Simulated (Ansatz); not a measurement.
Consider the ligand exchange at the Si–C bond: `CC[SiH2]S` + H₂S → `S[SiH2]S` + `CC`.

Program: Ansatz. Geometries: PBE0-D4/def2-TZVP. ΔE: electronic, gas phase. CCSD(T)/CBS is the MP2 limit (def2-TZVPP, def2-QZVPP) plus CCSD(T) − MP2 in def2-TZVPP, frozen cores. This one scheme is used for every species. DFT in def2-TZVPP. B3LYP here is the variant with VWN-RPA as its local correlation; programs differ in this. One conformer a species, not always the lowest.

```tsv
level	ΔE (kJ/mol)
PBE-D4	-65.9
r2SCAN-D4	-67.0
B3LYP-D4	-64.7
BHLYP-D4	-66.0
ωB97X-V	-62.7
LC-ωPBE	-63.8
HF/def2-SVP	-64.8
CCSD(T)/def2-SVP	-57.6
```

(1) What does CCSD(T)/CBS give? (An estimate is asked.)

Largest T1 diagnostic among the species: 0.011.

Results:

(1) Computed: -63.3 kJ/mol. The listed levels differ from it by -2.6, -3.7, -1.4, -2.7, 0.6, -0.5, -1.5, 5.7 kJ/mol.

At CCSD(T), def2-SVP lies +5.7 kJ/mol from the extrapolated value and def2-TZVPP +3.0 kJ/mol. In def2-TZVPP, CCSD(T) changes the Hartree–Fock value by +7.7 kJ/mol (the triples alone add −0.0 kJ/mol) and MP2 by +4.0 kJ/mol.
